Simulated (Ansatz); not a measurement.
The same path of AsH₄Si (6 atoms, charge -1, multiplicity 1) was run 3 times with different band settings. The coordinate that changes most is the height of Si1 over the plane of its neighbours.

Level of theory: Ansatz 0.2.0, RKS B3LYP-D4/def2-SVPD.

Relaxed end points:

```xyz
6
Properties=species:S:1:pos:R:3
Si 0.006 -1.232 0.449
As -0.036 1.127 -0.407
H 1.094 -1.600 -0.591
H -1.142 -1.622 -0.517
H 1.132 1.648 0.453
H -1.053 1.679 0.612
```

```xyz
6
Properties=species:S:1:pos:R:3
Si 0.436 -1.130 -0.718
As -0.203 1.248 -0.347
H 0.423 -1.564 0.762
H -1.039 -1.528 -0.952
H 1.161 1.734 0.171
H -0.778 1.240 1.084
```

Common settings: optimiser quadratic models (default); start path IDPP; force threshold 0.03 eV/Å; iteration limit 60; end points relaxed.

| run | movable images | climbing image | spring |
| --- | --- | --- | --- |
| 1 | 5 | yes | 5.0 eV/Å² |
| 2 | 4 | no | 5.0 eV/Å² |
| 3 | 5 | yes | 50.0 eV/Å² |

(1) What does each run give, and how far can it be trusted?

## Answers

(1) Run 1: converged after 11 iterations, highest image 1.323 eV above the first end. Beside the main top the profile has a ripple of under 15 meV (maxima at images 1, 3), which may be a very shallow well or noise. Neighbouring images differ by up to 1.3 eV, so the band resolves the path poorly. A vibrational analysis at the climbing image gives one clearly imaginary mode, 807i cm⁻¹: a first-order saddle point.
Run 2: converged after 38 iterations, highest image 0.674 eV above the first end. No image climbed, so the highest image needn't sit at the top of the path. A band with more images between the same ends climbed to 1.32 eV, so this one has probably stepped over the top.
Run 3: converged after 12 iterations, highest image 1.323 eV above the first end. Beside the main top the profile has a ripple of under 15 meV (maxima at images 1, 3), which may be a very shallow well or noise. Neighbouring images differ by up to 1.3 eV, so the band resolves the path poorly. Another band between the same ends (5 images) ends at a top of the same energy, where a vibrational analysis finds 1 clearly imaginary mode.
Limits of this set-up: the dipole of an ion depends on the origin.
